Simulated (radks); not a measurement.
Coulomb parameter of the 5d shell of neutral gold in the model configuration [Xe] 4f14 5d9.5 6s1.5, as a second difference U = [E(n + 0.25) + E(n - 0.25) - 2 E(n)] / (0.25)^2 with all orbitals relaxed. "Bare": the charge of the atom changes with n. "Screened": the 6s shell takes up the change at fixed total charge, which measures U(5d,5d) + U(6s,6s) - 2 U(5d,6s). All-electron calculation, scalar-relativistic Kohn-Sham, LDA (Slater exchange, Perdew-Wang correlation), spin-unpolarised, spherical densities, point nucleus. Program: a radial shooting solver on a logarithmic mesh with Libxc functionals.

case	configuration	E - E(n) (eV)
start	[Xe] 4f14 5d9.5 6s1.5	0.000
bare +0.25	[Xe] 4f14 5d9.75 6s1.5	-1.718
bare -0.25	[Xe] 4f14 5d9.25 6s1.5	2.350
screened +0.25	[Xe] 4f14 5d9.75 6s1.25	-0.364
screened -0.25	[Xe] 4f14 5d9.25 6s1.75	0.437

U(bare) = 10.103 eV, U(screened by 6s) = 1.170 eV, against the Slater integral F0(5d,5d) = 15.591 eV with frozen orbitals. The step up makes a negative ion, whose loosely bound charge lowers the bare value.
